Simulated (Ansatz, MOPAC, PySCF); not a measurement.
Dissociation curve of BeO, singlet.

Levels: UHF/LANL2DZ = unrestricted Hartree-Fock/LANL2DZ (PySCF 2.14.0); UKS-B3LYP/3-21G = unrestricted B3LYP/3-21G (PySCF); PM7, restricted, heats of formation (MOPAC); RHF/LANL2DZ = restricted Hartree-Fock/LANL2DZ (PySCF 2.14.0); UKS-PBE = unrestricted PBE/cc-pVTZ (Ansatz, a program for electronic structure).

Energies are in kJ/mol, each relative to the lowest point of its own curve near equilibrium.

| R / Å | UHF/LANL2DZ | UKS-B3LYP/3-21G | PM7 | RHF/LANL2DZ | UKS-PBE |
|---|---|---|---|---|---|
| 1.05 | — | 426.1 | 326.9 | 395.3 | 350.7 |
| 1.14 | — | 178.2 | 117.2 | 155.1 | 137.3 |
| 1.18 | — | 109.9 | 62.5 | 91.4 | 80.9 |
| 1.25 | 148.1 | 35.4 | 9.9 | 25.1 | 22.4 |
| 1.28 | 110.6 | 17.5 | 1.2 | 10.4 | 9.5 |
| 1.32 | 71.6 | 3.8 | 0.0 | 0.9 | 0.9 |
| 1.35 | 49.2 | 0.0 | 5.8 | 0.0 | 0.0 |
| 1.43 | 12.2 | 10.8 | 43.4 | 17.5 | 14.5 |
| 1.45 | 7.1 | 17.2 | 56.8 | 25.3 | 21.1 |
| 1.55 | 0.0 | 62.9 | 139.1 | 77.2 | 64.1 |
| 1.64 | 12.1 | 97.8 | 225.4 | 131.6 | 108.5 |
| 1.79 | 54.2 | 150.7 | 366.0 | 207.8 | 177.4 |
| 2.00 | 133.2 | 237.3 | 500.6 | 274.5 | 258.7 |
| 2.19 | 208.6 | 312.0 | 574.3 | 311.7 | 325.9 |
| 2.38 | 264.6 | 374.5 | 628.7 | 336.0 | 384.9 |
| 2.63 | 288.5 | 430.2 | 682.1 | 355.8 | 445.7 |
| 2.89 | 296.3 | 462.8 | 720.7 | 367.3 | 487.9 |
| 3.29 | 299.1 | 487.8 | 755.1 | 375.2 | 524.1 |
| 3.59 | 299.4 | 496.9 | 767.8 | 377.5 | 538.7 |
| 3.99 | 299.4 | 502.9 | 775.2 | 378.7 | 550.0 |
| 4.67 | 299.4 | 508.0 | 777.8 | 379.3 | 559.3 |
| 5.29 | 299.5 | — | 778.0 | 379.4 | 563.0 |

At the longest distance, 5.29 Å, PM7 lies highest above its minimum (778.0 kJ/mol) and UHF/LANL2DZ lowest (299.5 kJ/mol).

A dash means that the run gave no value there, or that the column was ended at a point which the program doubted or which failed a test of continuity chosen for this set; such a test can also cut sound points.

The unrestricted determinant behind UHF/LANL2DZ is spin-contaminated at 1.05 to 5.29 Å (<S²> up to 1.3, against 0.00 for a pure singlet). The unrestricted determinant behind UKS-B3LYP/3-21G is spin-contaminated at 1.55 to 4.67 Å (<S²> up to 1.1, against 0.00 for a pure singlet). The restricted form behind PM7, RHF/LANL2DZ keeps the bonding electrons paired and can't separate into open-shell fragments. The unrestricted determinant behind UKS-PBE is spin-contaminated at 1.55 to 5.29 Å (<S²> up to 1.0, against 0.00 for a pure singlet).
